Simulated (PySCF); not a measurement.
## Correlation energy of Au⁶²⁺ (gold, charge +62)

[Ne] 3s2 3p5, 2P determinant. All numbers are calculated (PySCF 2.14, scalar relativity by spin-free X2C-1e, in an uncontracted even-tempered set (17 s from 17 bohr⁻², ratio 2.5; 12 p from 23 bohr⁻², ratio 2.5; 4 d from 92 bohr⁻², ratio 2.7; 4 f from 140 bohr⁻², ratio 2.7)). Frozen: 1s2; 15 electrons correlated; the 17 highest virtual orbitals of each spin left out.

```
  level  correlation energy (mhartree)
   CCSD                        -670.92
    (T)                          -0.57
CCSD(T)                        -671.49
```

Diagnostics: T1 = 0.00023, D1 = 0.0010, largest double amplitude 0.013.

Spin-orbit coupling, absent here, splits the open shell strongly.

Cost of the coupled-cluster step: of the order of 100 core-seconds, for 15 correlated electrons.

At this charge the one-electron X2C treatment keeps the bare 1/r₁₂, with no two-electron picture change or Breit term. The effect here is smaller than on the frozen 1s shell; and a scalar Hamiltonian misses the large spin-orbit splitting of the p shells, which matters for ns² → np² pairs.
